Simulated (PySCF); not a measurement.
## Working out the ionisation energy of O⁺

O⁺ [He] 2s2 2p3 (4S) → O²⁺ [He] 2s2 2p2 (3P). Calculation: PySCF 2.14, in x2c-SVPall; the spin-free X2C one-electron Hamiltonian (Gaussian nucleus). Frozen: 1s2. Energies in hartree (1 hartree = 27.21139 eV):

| part | O⁺ (lower) | O²⁺ (upper) |
| --- | --- | --- |
| UHF | -74.328093 | -73.052317 |
| CCSD correlation | -0.083925 | -0.077577 |
| (T) | -0.000568 | -0.000630 |

Task: What does Hartree-Fock give?

Result: (-73.052317) − (-74.328093) = 1.275776 hartree = 34.716 eV.

Task: What do CCSD and CCSD(T) give?

Result: The CCSD correlation energies differ by 0.006348 hartree = 0.173 eV and the triples by -0.000062 hartree = -0.002 eV, so CCSD gives 34.889 eV and CCSD(T) 34.887 eV.

Reference: 35.121 eV (measured; NIST Atomic Spectra Database, ionization energies), between the lowest levels; spin-orbit coupling is absent from the calculation.

A double-zeta basis recovers only part of the correlation energy.

What remains against the reference includes basis incompleteness, the frozen core and higher excitations.
